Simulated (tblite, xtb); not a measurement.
Br2Pb, singlet, at a GFN2-xTB geometry (such geometries of metal compounds can be far from the true shape). Base run: GFN1-xTB (xtb).

Geometry (Å):
```xyz
3

Pb     0.0024     0.0005     0.7503
Br     1.1225    -1.6531    -0.8813
Br    -1.1281     1.6518    -0.8765
```
All else is at xtb's defaults.
Base energy -9.48044 Eh.

Programs used: tblite, xtb; a row that names a program was run with it.

The base run was repeated with changes; each row names its change, and settings that it needs were set with it.

| change | ΔE vs base (kJ/mol) | HOMO-LUMO gap (eV) | dipole (D) | G_solv (kcal/mol) | SCF cycles |
|---|---|---|---|---|---|
| base | 0.00 | 2.96 | 5.29 | - | 13 |
| gbsa = methanol | -27.1 | 3.04 | 5.58 | -6.71 | 13 |
| acc = 1000 | 0.00 | 2.97 | 5.29 | - | 11 |
| alpb = dmso | -29.1 | 3.01 | 5.47 | -7.03 | 13 |
| etemp = 10000 | (withheld) | (withheld) | (withheld) | - | 12 |
| program = tblite; method = gfn1; option = (--alpb, water) | -28.5 | - | - | - | - |
| alpb = toluene | (withheld) | (withheld) | (withheld) | (withheld) | 13 |
| acc = 0.0001 | 0.00 | 2.96 | 5.29 | - | 16 |

Fill in the missing entries.


- etemp = 10000, ΔE vs base (kJ/mol): -90.8
- etemp = 10000, HOMO-LUMO gap (eV): 3.45
- etemp = 10000, dipole (D): 4.52
- alpb = toluene, ΔE vs base (kJ/mol): -24.31
- alpb = toluene, HOMO-LUMO gap (eV): 3.00
- alpb = toluene, dipole (D): 5.42
- alpb = toluene, G_solv (kcal/mol): -5.85

ALPB and GBSA are two models with their own fitted parameters for each solvent, which aren't always the measured dielectric constant.
